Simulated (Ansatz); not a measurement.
`OCB1C=C1` + H₂ → `B1C=C1` + CH₃OH at 700 K and 1 bar (hydrogenolysis of a B–C bond).

Program: Ansatz. Geometries: PBE0-D4/def2-TZVP. ΔE: electronic, gas phase. CCSD(T)/CBS adds triple-zeta CCSD(T) − MP2 to the extrapolated MP2 energy (def2 sets, frozen cores). This one scheme is used for every species. Each species was taken in one conformer, which may not be the lowest.

```csv
species,CCSD(T)/CBS energy (Eh),H − E (kJ/mol),S (J/(mol·K))
`OCB1C=C1`,-217.06592,267.7,421.0
H₂,-1.17544,46.8,155.3
`B1C=C1`,-102.63332,149.8,298.3
CH₃OH,-115.61712,170.8,288.5
```

H − E and S are ideal-gas, rigid-rotor, harmonic terms from PBE0-D4/def2-TZVP, for one conformer and one mirror image of each species. For small species the MP2-based limit differs from directly extrapolated CCSD(T) by up to some mEh (0.8 for H₂); such offsets cancel only in part. 1 Eh = 2625.50 kJ/mol, R = 8.31446 J/(mol·K).

Problem. By hand: ΔE, ΔH, ΔS and ΔG.

Solution. ΔE = (-102.63332) + (-115.61712) − (-217.06592) − (-1.17544) = -0.00908 Eh = -23.8 kJ/mol. Δ(H − E) = 149.8 + 170.8 − 267.7 − 46.8 = 6.1, so ΔH = -17.7 kJ/mol. ΔS = 298.3 + 288.5 − 421.0 − 155.3 = 10.5 J/(mol·K). ΔG = -17.7 − 700 × (10.5)/1000 = -25.0 kJ/mol.

Problem. By hand: the equilibrium constant, and the temperature at which ΔG would vanish if ΔH and ΔS stayed fixed.

Solution. log₁₀ K = −ΔG/(RT ln 10) = 1.9. ΔH and −TΔS have one sign here, so there is no such temperature.

TΔS isn't small against ΔH here. A doubt of 5 kJ/mol in ΔE shifts log₁₀ K by 0.4 here. Other conformers and mirror images would add mixing entropy, several J/(mol·K) or more a flexible species. These are equilibria of isolated gas molecules and say nothing of rates. Largest T1 diagnostic: 0.010 (customary marks: 0.02 for closed shells, 0.045 for open ones).

ΔS is within the doubt of such terms, so its sign, and with it that verdict, could turn.
